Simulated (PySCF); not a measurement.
**Unknowns**

Rapidly exchanging positions averaged, one conformer, isolated molecule, relativity neglected. GFN2-xTB structure; NMR shieldings at PBE0/pcSseg-1/GIAO; PySCF.

Scale: $^{1}$H and $^{13}$C against TMS (reference shieldings calculated alike). Splittings of carbon signals by F and P are missing where no couplings were computed. Where no couplings were computed, multiplicities follow the n + 1 count of equivalent neighbours, and m marks all less simple cases (inequivalent or close neighbours, rings, F or P nearby). Shifts are as computed. Against solution values, carbons near 30 ppm lie about +3 ppm off and those near 130 ppm about +5 ppm. Of 1211 compounds with measured shifts, 218 miss one by over three times the rms of a fit or turn the order of signals round; such compounds aren't used in these exercises.

**Question.** C6H6FNO2. $^{1}$H NMR (400 MHz, computed): δ 7.67 (m, 1H), 7.36 (m, 1H), 6.38 (s, 1H), 4.20 (s, 3H). $^{13}$C{$^{1}$H} NMR (computed): δ 151.6, 150.6, 141.9, 118.6, 118.4, 61.1. Give a structure.

**Answer.** SMILES C(/OC)=C(\C#N)O/C=C/F. Rings plus π bonds: 4 (no ring in the answer). 6 carbon signals for 6 carbons: no two carbons are equivalent. Carbon types of the structure: 2 × C, 3 × CH, 1 × CH3, which accounts for all hydrogens. δC 151.6, 141.9, 118.6: alkene carbon bearing oxygen. δC 150.6: β carbon of an enol-ether or enamine type C=C. δC 118.4: nitrile carbon; this is the usual window of a C≡N carbon, which has no attached hydrogen. δC 61.1: methyl carbon bonded to O; pulled downfield by the heteroatom.

The data come from this structure; uniqueness wasn't tested.

**Question.** C4H6F5P. $^{1}$H NMR (400 MHz, computed): δ 1.38 (m, 6H). $^{13}$C{$^{1}$H} NMR (computed): δ 129.5 (C), 129.4 (C), 10.9 (CH3). Give a structure.

**Answer.** `FC(C(P(C)C)(F)F)(F)F`. 3 carbon signals for 4 carbons: some carbons are equivalent by symmetry or fast rotation. Carbon types of the structure: 2 × C, 2 × CH3, which accounts for all hydrogens. δC 129.5: CF3 carbon; 3 electronegative neighbours deshield it. δC 129.4: fully substituted sp3 carbon bonded to 2 F and P; 2 electronegative neighbours deshield it. δC 10.9: methyl carbon bonded to P. δH 1.38: hydrogen on a methyl carbon bonded to P.

The shifts were computed for this structure.
